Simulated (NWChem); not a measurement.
System: BeSiH3Cl; SMILES [Cl][Be][SiH3]

NWChem input:

```
start job
memory heap 200 mb stack 900 mb global 1100 mb
geometry units angstroms noautosym nocenter noautoz
  Be     0.000000     0.000000    -0.161723
  Cl     0.000000     0.000000    -1.984899
  Si     0.000000     0.000000     2.007591
  H      0.552395    -1.279039     2.558779
  H     -1.383877     0.161131     2.558779
  H      0.831482     1.117907     2.558779
end
basis spherical
  Be library def2-svp
  Cl library def2-svp
  Si library def2-svp
  H library def2-svp
end
dft
  xc xcamb88 1.00 lyp 0.81 vwn_5 0.19 hfexch 1.00
  cam 0.33 cam_alpha 0.19 cam_beta 0.46
  iterations 150
end
tddft
  nroots 6
end
task tddft energy
```

Coordinates come from a PBE0/def2-SVP optimisation.

Vertical excitations in the gas phase.

**Question.** What results follow from this input? (CAM-B3LYP/def2-SVP, full TDDFT.) Quantities: lowest excitation, singlet (eV); oscillator strength of that lowest state; lowest state with f > 0.02, singlet (eV); oscillator strength of that bright state; lowest triplet (eV); orbital gap (eV).

**Answer.** The lowest excitation, singlet (eV) is 6.21 and the oscillator strength of that lowest state is 0.079. The lowest state with f > 0.02, singlet (eV) is 6.21, the oscillator strength of that bright state is 0.079 and the lowest triplet (eV) comes out as 4.87. The orbital gap (eV) comes out as 9.56.
